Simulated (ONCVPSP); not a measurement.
## Ranking ONCV potentials for H (Z = 1)

All share these settings but for the change named:

hydrogen, optimised norm-conserving Vanderbilt (ONCV), made with ONCVPSP 4.0.1 (PBE, scalar-relativistic). Core none, reference 1s1. Waves: 1s: rc 1.30 bohr, ncon 4, nbas 8, qcut 4.8 1/bohr, 2 projectors, debl 2.2 Ha; p scattering state at 0.22 Ha: rc 1.30 bohr, ncon 3, nbas 6, qcut 6 1/bohr, 2 projectors, debl 2.2 Ha. Local part: polynomial inside 1.00 bohr (lpopt 5, dvloc0 2 Ha). Core correction: none.

Cutoff: the first of the cutoffs (Ha) at which the residual kinetic energy of the hardest occupied pseudo-wave falls to 1 and 0.1 mHa per electron; the density cutoff is not measured.

The base gives 11 Ha.

Of 9 variants that were run, those that failed, showed a ghost or another fault, or gave nearly equal values are left out.

A variant can come out equal or close to the base.

Question: Rank these variants from softest to hardest (loose cutoff).
A. all radii scaled by about 1.32 (s 1.72, p 1.72 bohr); local potential polynomial inside 1.32 bohr (lpopt 5, dvloc0 2 Ha)
B. all radii scaled by about 1.08 (s 1.40, p 1.40 bohr); local potential polynomial inside 1.08 bohr (lpopt 5, dvloc0 2 Ha)
C. all radii scaled by about 0.91 (s 1.18, p 1.18 bohr); local potential polynomial inside 0.90 bohr (lpopt 5, dvloc0 2 Ha)
D. all radii scaled by about 0.78 (s 1.02, p 1.02 bohr); local potential polynomial inside 0.78 bohr (lpopt 5, dvloc0 2 Ha)
E. all radii scaled by about 0.85 (s 1.10, p 1.10 bohr); local potential polynomial inside 0.84 bohr (lpopt 5, dvloc0 2 Ha)

Answer: A (8 Ha), B (10 Ha), C (13 Ha), E (15 Ha), D (18 Ha).
